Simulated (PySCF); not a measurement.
**What builds the second ionisation energy along group 13**

All values are computed (PySCF 2.14, energy differences of UHF-based or UKS calculations, no spin-orbit coupling). Each column adds one step, in eV (sums use unrounded values): valence MP2, valence CCSD, valence triples, then the next inner shell at CCSD(T) (B 1s, Al 2s 2p, Ga 3s 3p 3d). References (NIST) marked * lie between the lowest fine-structure levels; the others compare directly ((s) semi-empirical, (t) theoretical).

```tsv
element	UHF	+ MP2	+ CCSD	+ (T)	+ inner shell	sum	reference
B [He] 2s2 → [He] 2s1 (aug-cc-pwCVTZ, non-relativistic)	23.442	1.013	0.637	0.000	0.030	25.122	25.155
Al [Ne] 3s2 → [Ne] 3s1 (aug-cc-pwCVTZ, non-relativistic)	17.520	0.769	0.314	0.000	0.150	18.753	18.829
Ga [Ar] 3d10 4s2 → [Ar] 3d10 4s1 (aug-cc-pwCVTZ-PP with ECP10MDF, ECP)	18.744	0.745	0.281	0.000	0.696	20.466	20.515
```

What remains against the references is mostly basis incompleteness.

Problem. What share of the correlation contribution for Ga comes from the inner shell?

Solution. The four steps add to 1.722 eV, of which the inner shell gives 0.696 eV, or 40 %.
